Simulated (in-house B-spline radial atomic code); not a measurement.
Response and correlation of Ce¹⁰⁺

Closed shell [Kr] 4d10 5s2. Computed with an all-electron radial atomic-structure program (B-spline basis): Dirac-Hartree-Fock, relativistic RPA (time-dependent Dirac-Hartree-Fock) for the response and second-order many-body perturbation theory for correlation, no-pair Dirac-Coulomb Hamiltonian, finite nucleus.

Command:
```bash
python run_mb.py task.json out
```
Settings (nuclear radius in fm, box in bohr, cutoff in hartree):
```
basis_form          2
Z                   58
core_configuration  [Kr] 4d10 5s2
rms_radius          4.8771
mass_number         140
speed_of_light      137.036
box_radius          6.608
lmax                7
intervals           60
virtual_cutoff      84100.0
```

Time taken, with all properties: 10 s on 1 thread of Intel(R) Xeon(R) Platinum 8259CL CPU @ 2.50GHz, on a shared host.

```csv
"multipole (bohr³, bohr⁵, bohr⁷)",uncoupled,coupled RPA
dipole,2.4784,2.4065
quadrupole,1.8697,?
octupole,4.0175,5.1257
```

Q: What is the coupled quadrupole polarisability?

A: 2.1486 atomic units, +15 % against the uncoupled value.

Q: Which subshells carry the dipole polarisability?

A: 5s1/2 94.2 %, 4d5/2 3.5 %, 4d3/2 2.2 %.

Q: What does the dipole shielding factor come to?

A: The dipole shielding factor is 0.827, against the exact N/Z = 48/58 = 0.828 of the non-relativistic theorem.

Dipole polarisability at imaginary frequency:

```json
{"u (Eh)": "0", "α(iu) (bohr³)": "2.407"}
{"u (Eh)": "0.73", "α(iu) (bohr³)": "1.617"}
{"u (Eh)": "1.82", "α(iu) (bohr³)": "0.7961"}
{"u (Eh)": "3.65", "α(iu) (bohr³)": "0.4236"}
{"u (Eh)": "5.47", "α(iu) (bohr³)": "0.276"}
{"u (Eh)": "7.3", "α(iu) (bohr³)": "0.1934"}
{"u (Eh)": "10.9", "α(iu) (bohr³)": "0.1112"}
{"u (Eh)": "14.6", "α(iu) (bohr³)": "0.07234"}
{"u (Eh)": "18.2", "α(iu) (bohr³)": "0.05191"}
{"u (Eh)": "25.5", "α(iu) (bohr³)": "0.03108"}
{"u (Eh)": "36.5", "α(iu) (bohr³)": "0.01788"}
{"u (Eh)": "54.7", "α(iu) (bohr³)": "0.009404"}
{"u (Eh)": "73", "α(iu) (bohr³)": "0.005831"}
{"u (Eh)": "109", "α(iu) (bohr³)": "0.002909"}
{"u (Eh)": "182", "α(iu) (bohr³)": "0.00114"}
{"u (Eh)": "365", "α(iu) (bohr³)": "0.0003011"}
```

Q: What dispersion coefficients follow for two such ions (the dispersion part alone)?

A: C6 = (3/π)∫α(iu)²du = 5.477 hartree·bohr⁶ and C8 = 32.77 hartree·bohr⁸.

Lowest J = 1 odd-parity excitations:

```tsv
energy (eV)	oscillator strength	leading channel	weight
15.826	0.0494	5s1/2 → p1/2	0.868
25.011	1.51	5s1/2 → p3/2	0.843
84.407	0.071	5s1/2 → p1/2	0.981
86.468	0.156	5s1/2 → p3/2	0.978
105.98	0.00338	4d5/2 → f5/2	0.67
112.09	0.0229	4d3/2 → f5/2	0.438
114.93	0.0103	4d3/2 → p1/2	0.592
115.36	0.0548	5s1/2 → p1/2	0.983
```

Second-order correlation energy by the highest angular momentum of the excited pair (hartree): s -0.02519, p -0.2583, d -0.6555, f -1.272, g -0.3938, h -0.1736, i -0.07924, k -0.04058.

Q: What is the second-order correlation energy at the partial-wave limit?

A: The listed waves sum to -2.8982 hartree; extrapolating the increments as (l + 1/2)⁻⁴ gives -2.9812 hartree, -1.69 eV per electron.
